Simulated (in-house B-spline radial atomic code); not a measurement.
Values are calculated unless marked as measured or tabulated.
Extrapolating the RPA correlation energy in partial waves: Ce7+

All-electron RPA on r2SCAN orbitals from a B-spline radial code for spherical atoms, scalar-relativistic (spin-free one-electron X2C), finite nucleus, configuration [Kr] 4d10 5s2 5p3, highest spin. Spin-orbit coupling, left out, splits p levels strongly here. With empty states up to angular momentum L the sums are:

| L | E_c(L) (hartree) |
| --- | --- |
| 4 | -3.498008 |
| 5 | -3.798326 |
| 6 | -3.946164 |
| 7 | -4.025174 |

For large l each further wave adds A/(l + 1/2)⁴, because the basis must build the cusp where two electrons meet.

**Question.** Estimate the limit from L = 6 and L = 7.

**Answer.** Wave 7 adds -0.079010, against a sum of (l + 1/2)⁻⁴ of 3.16049e-04, so A = -249.99. The sum over l > 7 is ζ(4, 8.5) = 6.4602e-04, close to 1/(3 × 8³) = 6.5104e-04. The tail is -0.161501 and the limit -4.18668 hartree.

**Question.** How good is the estimate?

**Answer.** A run to L = 11 sums to -4.12021 and extrapolates to -4.15543 hartree, 2.70 millihartree from the run before, so it has not settled and is itself too deep. The estimate differs from that by -31.25 millihartree, while the bare sum at L = 7 misses 130.3 millihartree (3.1 %).
